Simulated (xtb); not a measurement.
C4H6O2Si, SMILES Oc1occ(c1)[SiH3]. All values are semi-empirical tight-binding results from xtb (GFN2-xTB unless named), good for trends rather than for accurate numbers. The structure is a stationary point at GFN2-xTB. The structure was generated by enumeration, and PubChem lists no compound with its InChIKey, so it may never have been made. The values are those of a single conformer.

Optimised geometry:

```xyz
13

O      0.5782     2.8546     0.0000
C      0.1941     1.5578     0.0000
C      0.8989     0.3951     0.0000
C     -0.0690    -0.6561     0.0000
Si     0.2569    -2.4992     0.0000
C     -1.2728    -0.0203     0.0000
O     -1.1252     1.3263     0.0000
H      1.5401     2.8990     0.0000
H      1.9639     0.2839     0.0000
H     -0.3310    -3.1009    -1.1992
H      1.7069    -2.7059     0.0000
H     -0.3310    -3.1009     1.1992
H     -2.2765    -0.3934     0.0000
```
Charge 0, spin multiplicity 1.

The geometry has at least one imaginary mode, so it is a saddle point at that level.

Computed properties:
point group as xtb finds it: Cs
orbital gap: 4.15 eV
dipole moment: 1.90 D
static polarisability (D4 model): 82.7 bohr³
solvation energy, GFN2-xTB/ALPB(water): -4.5 kcal/mol
solvation energy, GFN2-xTB/ALPB(octanol): -7.2 kcal/mol

Question: Give the atomic charges and the Wiberg bond orders between heavy atoms. (Estimate from the structure and the level; the computed values follow.)

Answer: charges (e) O1 -0.39, C2 0.25, C3 -0.12, C4 -0.13, Si5 0.44, C6 0.05, O7 -0.19, H8 0.31, H9 0.02, H10 -0.10, H11 -0.10, H12 -0.10, H13 0.04. Bond orders O1–C2 1.06, C2–C3 1.54, C3–C4 1.26, C4–Si5 0.90, C4–C6 1.62, C2–O7 1.12, C6–O7 1.09.
